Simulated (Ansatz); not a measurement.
Reaction (ligand exchange at a B–S bond): `BS[CH2][GeH3]` + `O[SiH2]S[SiH3]` → `BO[SiH2]S[SiH3]` + `S[CH2][GeH3]`

Computed with Ansatz on PBE0-D4/def2-TZVP structures; ΔE is electronic, products minus reactants. CCSD(T)/CBS adds triple-zeta CCSD(T) − MP2 to the extrapolated MP2 energy (def2 sets, frozen cores). DFT in def2-TZVPP. For Ge outer-core shells are correlated without core-valence functions, which leaves a few kJ/mol of doubt a bond. Scalar relativity is left out up to krypton. One conformer a species, not always the lowest.

`BS[CH2][GeH3]`:

Cartesian coordinates in Å:
```
B 0.922 -2.022 0.071
S 0.654 -0.804 1.299
C 0.564 0.771 0.411
Ge -1.228 1.088 -0.335
H 1.002 -3.144 0.464
H 1.027 -1.728 -1.081
H 0.809 1.557 1.126
H 1.312 0.785 -0.381
H -1.536 -0.015 -1.357
H -2.257 1.045 0.804
H -1.269 2.466 -1.021
```

`O[SiH2]S[SiH3]`:

```xyz
10

O    -1.922   -0.391    0.141
Si   -0.615   -0.951    0.964
S     1.146   -1.021   -0.237
Si    1.179    1.038   -0.827
H    -2.156   -0.841   -0.673
H    -0.456   -0.009    2.093
H    -0.791   -2.348    1.433
H     2.578    1.348   -1.210
H     0.288    1.278   -1.989
H     0.751    1.897    0.305
```

`BO[SiH2]S[SiH3]`:

```xyz
12

B    -1.337    0.606    1.688
O    -1.534   -0.423    0.841
Si   -0.615   -1.386   -0.132
S     1.474   -1.062    0.070
Si    1.588    0.709   -1.130
H    -2.300    1.075    2.225
H    -0.229    1.026    1.886
H    -1.046   -1.113   -1.523
H    -0.871   -2.787    0.264
H     1.739    0.359   -2.564
H     2.773    1.471   -0.669
H     0.359    1.525   -0.957
```

`S[CH2][GeH3]`:

```xyz
9

S     1.990    0.601   -0.155
C     0.233    0.710   -0.570
Ge   -0.820   -0.749    0.213
H     1.847    0.504    1.177
H     0.186    0.632   -1.658
H    -0.173    1.684   -0.293
H    -2.318   -0.562   -0.097
H    -0.613   -0.729    1.738
H    -0.333   -2.090   -0.354
```

```
        level  ΔE (eV)
       PBE-D4    -0.15
MP2/CBS(def2)    -0.24
```

(1) What does CCSD(T)/CBS give? (An estimate is asked.)

Largest T1 diagnostic among the species: 0.013.

Answers

(1) Computed: -0.27 eV. The listed levels differ from it by 0.12, 0.03 eV.

In def2-TZVPP, CCSD(T) changes the Hartree–Fock value by +0.21 eV (the triples alone add +0.04 eV) and MP2 by +0.24 eV. From PBE to PBE0 (25 % exact exchange), in def2-TZVPP and without D4, ΔE moves by −0.05 eV.
